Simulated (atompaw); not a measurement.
# Before and after: PAW (atompaw) potential for Pb (Z = 82)

```json
{
 "Element": "lead",
 "Generator": "atompaw 4.2.0.5",
 "Type": "PAW",
 "Functional": "PBE",
 "Relativity": "scalar-relativistic",
 "Frozen core": "[Kr] 4d10 4f14",
 "Valence charge": "22",
 "Reference configuration": "5s2 5p6 5d10 6s2 6p2",
 "Partial waves": "5s (bound): rc 1.45 bohr; 6s (bound): rc 1.30 bohr; 5p (bound): rc 1.45 bohr; 6p (bound): rc 1.60 bohr; 5d (bound): rc 1.80 bohr; 5d channel at 1.4 Ry: rc 1.80 bohr",
 "Local potential": "ultrasoft scheme with l = 3 at 0 Ry, radius 1.30 bohr",
 "Core correction": "smooth core density matched at 1.20 bohr",
 "Augmentation charge": "sinc compensation charge, radius 1.45 bohr; PAW radius 1.80 bohr; waves and projectors: custom polynom2 7 10 vanderbiltortho"
}
```

All-electron outer shells of the reference configuration (PBE, scalar-relativistic, ld1.x):

```
shell  level (eV)  outermost node (bohr)  outermost maximum (bohr)
   4d     -402.09                   0.19                      0.39
   5s     -144.16                   0.45                      0.79
   4f     -132.89                      –                      0.35
   5p      -85.83                   0.49                      0.88
   5d      -21.18                   0.52                      1.07
   6s      -12.04                   1.01                      1.95
   6p       -3.50                   1.18                      2.67
```

Change: local potential vpsmatchnc scheme with l = 3 at 0 Ry, radius 1.30 bohr.

Cutoffs: the cutoffs (Ry, on a coarse ladder) from which the occupation-weighted sum of valence levels, in a spherical-Bessel basis at the reference potential, stays within 10 and 1 mRy of its value at 400 Ry; they do not see the model core or the augmentation charge, which bear on the density cutoff.

Task: What does the change do?

Result: The potential gets neither clearly harder nor softer (160 Ry and 300 Ry → 140 Ry and 300 Ry); a bound ghost appears in s, which as a rule spoils a file. A state that the projectors do not describe sees the local part alone, so a deeper or shallower local part can create or remove a ghost.

```tsv
quantity	base	changed
cutoff, loose	160 Ry	140 Ry
cutoff, tight	300 Ry	300 Ry
bound ghosts	none	s
s: phases at 1.80 bohr within 0.05 rad from the reference energy up to (Ry; the scan ends near 5)	to the end of the scan	to the end of the scan
p: phases at 1.80 bohr within 0.05 rad from the reference energy up to (Ry; the scan ends near 5)	1.9	1.1
d: phases at 1.80 bohr within 0.05 rad from the reference energy up to (Ry; the scan ends near 5)	to the end of the scan	5.0
lowest overlap eigenvalue by channel	s 0.64, p 0.77, d 0.90	s 0.57, p 0.78, d 0.88
```

 A true bound ghost makes a file unfit for plane-wave use even where its test errors are small: the radial tests pick states by their node count and pass the ghost by. The cutoffs see the waves, projectors and local potential, not the compensation charge or the core.
